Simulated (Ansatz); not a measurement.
Isolated molecules relaxed with PBE0-D4/def2-TZVP in Ansatz; ΔE leaves out vibrations. CCSD(T)/CBS is the MP2 limit (def2-TZVPP, def2-QZVPP) plus CCSD(T) − MP2 in def2-TZVPP, frozen cores. Functionals use def2-TZVPP. For Ge outer-core shells are correlated without core-valence functions, which leaves a few kJ/mol of doubt a bond. Scalar relativity is left out up to krypton. One conformer a species, not always the lowest.

Reaction (cleavage of the Si–Ge bond): `C[SiH](F)[GeH3]` + CH₃NH₂ → `CN[SiH](C)F` + GeH₄

```tsv
species	r2SCAN0 energy (Eh)
`C[SiH](F)[GeH3]`	-2508.65796
CH₃NH₂	-95.82587
`CN[SiH](C)F`	-525.15232
GeH₄	-2079.35641
```

(1) Work out ΔE.

(2) What do rigid-rotor, harmonic-oscillator terms from PBE0-D4/def2-TZVP frequencies (298.15 K, 1 bar) make of the CCSD(T)/CBS value? (An estimate is asked.)

Largest T1 diagnostic among the species: 0.012.

## Answers

(1) ΔE = (-525.15232) + (-2079.35641) − (-2508.65796) − (-95.82587) = -0.02490 Eh = -0.68 eV. CCSD(T)/CBS gives -0.68 eV.

(2) Computed: ΔZPE = -0.08 eV, ΔH = -0.76 eV, ΔS = -29 J/(mol·K), ΔG = -0.67 eV.

From BLYP to BHLYP (50 % exact exchange), in def2-TZVPP and without D4, ΔE moves by −0.14 eV. Leaving LDA and LC-ωPBE aside and taking each functional with its dispersion term where it has one, the values, not all of them listed here, spread over 0.21 eV, from CAM-B3LYP-D4 to PBE-D4. LDA lies −0.14 eV from PBE without D4. In def2-TZVPP, CCSD(T) changes the Hartree–Fock value by +0.09 eV (the triples alone add +0.01 eV) and MP2 by +0.05 eV.
